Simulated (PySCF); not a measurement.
**Bonding in `C=C[C@@H]1[C@H](F)CC[Si@@H]1O[SiH3]`**

Compound: C₆H₁₃FOSi₂.
SMILES with atom numbers: `[CH2:1]=[CH:2][C@@H:3]1[C@H:4]([F:5])[CH2:6][CH2:7][Si@@H:8]1[O:9][SiH3:10]` (hydrogens: H11, H12 on C1; H13 on C2; H14 on C3; H15 on C4; H16, H17 on C6; H18, H19 on C7; H20 on Si8; H21, H22, H23 on Si10)

Structure used (GFN2-xTB), in Å, numbered top down from 1:
```xyz
23
C6H13FOSi2 angstrom
C     -1.6069    2.4407   -1.1701
C     -0.9880    1.5727   -0.3891
C     -1.0394    0.0984   -0.5583
C     -1.2353   -0.6586    0.7581
F     -0.3592   -0.1674    1.7142
C     -0.9101   -2.1309    0.5258
C      0.4685   -2.2153   -0.1384
Si     0.5727   -0.6795   -1.2613
O      1.8910    0.2137   -0.9990
Si     2.7443    1.3273   -0.1624
H     -1.5135    3.5034   -1.0274
H     -2.2330    2.1223   -1.9884
H     -0.3645    1.9198    0.4240
H     -1.8774   -0.1646   -1.2087
H     -2.2376   -0.5125    1.1815
H     -0.9367   -2.6760    1.4711
H     -1.6751   -2.5459   -0.1323
H      0.5838   -3.1645   -0.6565
H      1.2441   -2.1722    0.6269
H      0.5458   -0.8901   -2.7049
H      2.3796    2.6261   -0.7253
H      4.1275    0.9490   -0.4401
H      2.4147    1.2310    1.2561
```

Bond orders from the PBE0/pcSseg-1 density (PySCF). Isolated species at its GFN2-xTB geometry (one conformer only).

(1) Where do the orders between heavy atoms depart from those drawn in the SMILES?

(2) Give the Mayer order of every bond between heavy atoms, beside its length.

Results:

(1) The largest departure is 0.233, at Si8–C3 (drawn single, 0.767). Drawn single, order below 0.88: C4–F5 (0.846), C7–Si8 (0.878) and Si8–C3 (0.767).

(2) 
```tsv
bond	drawn as	length (Å)	Mayer order
C1–C2	double	1.322	1.979
C2–C3	single	1.485	1.016
C3–C4	single	1.531	0.981
C4–F5	single	1.387	0.846
C4–C6	single	1.526	1.026
C6–C7	single	1.533	1.019
C7–Si8	single	1.905	0.878
Si8–O9	single	1.614	0.979
O9–Si10	single	1.633	0.892
Si8–C3	single	1.923	0.767
```

Bonds between the same two heavy elements. C–C: lowest C3–C4 (0.981, 1.531 Å), highest C1–C2 (1.979, 1.322 Å). C–Si: lowest Si8–C3 (0.767, 1.923 Å), highest C7–Si8 (0.878, 1.905 Å). O–Si: lowest O9–Si10 (0.892, 1.633 Å), highest Si8–O9 (0.979, 1.614 Å).

**Question.** And the bonds to hydrogen?

**Answer.** C–H: 0.93 to 0.96 (9 bonds); H–Si: 0.93 (4 bonds).

**Question.** Sum the orders of all bonds at each heavy atom with more than one neighbour and set the sums beside the valence in the SMILES.

**Answer.** C1 3.888 (drawn 4), C2 3.937 (drawn 4), C3 3.695 (drawn 4), C4 3.808 (drawn 4), C6 3.935 (drawn 4), C7 3.787 (drawn 4), Si8 3.551 (drawn 4), O9 1.871 (drawn 2), Si10 3.689 (drawn 4). Orders between atoms that aren't bonded are not in these sums.

The Mayer order sums products of elements of PS (density times overlap matrix) between the two atoms' basis functions, so it depends on the basis set.
